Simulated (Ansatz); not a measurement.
System: SiHCl, charge 0, singlet. SiHCl (SMILES [SiH]Cl).
B3LYP-D3(BJ)/def2-TZVP minimum from Ansatz (a first-principles code):
```
Si
H 1 1.5263
Cl 1 2.0943 2 94.91
```
Charge 0, spin multiplicity 1.

Total energies in cc-pV(Q+d)Z, 12 correlated electrons, 10 frozen orbitals. UHF or UKS for unpaired electrons; spin-orbit terms are left out. Correlated methods leave the cores frozen. No relativity. The restricted determinant of HClSi ([SiH]Cl, singlet) is unstable towards broken spin symmetry in at least one set run.

```tsv
method	program	energy (Eh)	minus CCSDT(Q) (mEh)
HF	Ansatz	-749.04982	365.70
MP2	Ansatz	-749.36643	49.10
CCSD	Ansatz	-749.39760	17.93
CCSD(T)	Ansatz	-749.41365	1.87
UCCSD(T)	Ansatz	-749.41344	2.08
CCSDT(Q)	Ansatz	-749.41553	0.00
```

Rough core times of Ansatz's runs on a shared machine: CCSD(T) under 20 s, UCCSD(T) 40 s, CCSDT(Q) 20 min.
